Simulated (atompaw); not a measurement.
## An all-electron radial function and its pseudo partner (F (Z = 9))

Columns: radius, all-electron u(r) and pseudo u(r) of the 2p shell (level -28.46 eV) of fluorine in the configuration 1s2 2s2 2p4; LDA (PW92), scalar-relativistic, PAW (atompaw) scheme, atompaw 4.2.0.5.

| r (bohr) | all-electron | pseudo |
| --- | --- | --- |
| 0.058 | 0.0607 | 0.0076 |
| 0.115 | 0.1879 | 0.0296 |
| 0.173 | 0.3379 | 0.0658 |
| 0.231 | 0.4837 | 0.1145 |
| 0.288 | 0.6109 | 0.1727 |
| 0.346 | 0.7193 | 0.2400 |
| 0.404 | 0.8053 | 0.3128 |
| 0.462 | 0.8700 | 0.3884 |
| 0.519 | 0.9147 | 0.4624 |
| 0.577 | 0.9434 | 0.5348 |
| 0.635 | 0.9578 | 0.6016 |
| 0.692 | 0.9604 | 0.6597 |
| 0.750 | 0.9534 | 0.7093 |
| 0.808 | 0.9387 | 0.7481 |
| 0.865 | 0.9183 | 0.7749 |
| 0.923 | 0.8930 | 0.7907 |
| 0.981 | 0.8643 | 0.7952 |
| 1.038 | 0.8337 | 0.7897 |
| 1.096 | 0.8008 | 0.7753 |
| 1.154 | 0.7670 | 0.7536 |
| 1.212 | 0.7326 | 0.7266 |
| 1.269 | 0.6988 | 0.6965 |
| 1.327 | 0.6647 | 0.6640 |
| 1.385 | 0.6310 | 0.6309 |
| 1.442 | 0.5987 | 0.5987 |
| 1.500 | 0.5666 | 0.5666 |

(1) How many radial nodes do the two functions have?

(2) Where does each function peak?

(3) Is the pseudo-wave norm-conserving?

Answers

(1) The all-electron 2p function has n − l − 1 = 0; the pseudo-wave has 0.

(2) Outermost all-electron maximum near 0.69 bohr, pseudo maximum near 0.98 bohr (to the table’s step).

(3) No, it belongs to a PAW set: the norm inside the radius is not constrained, and the difference is carried by the augmentation charge.
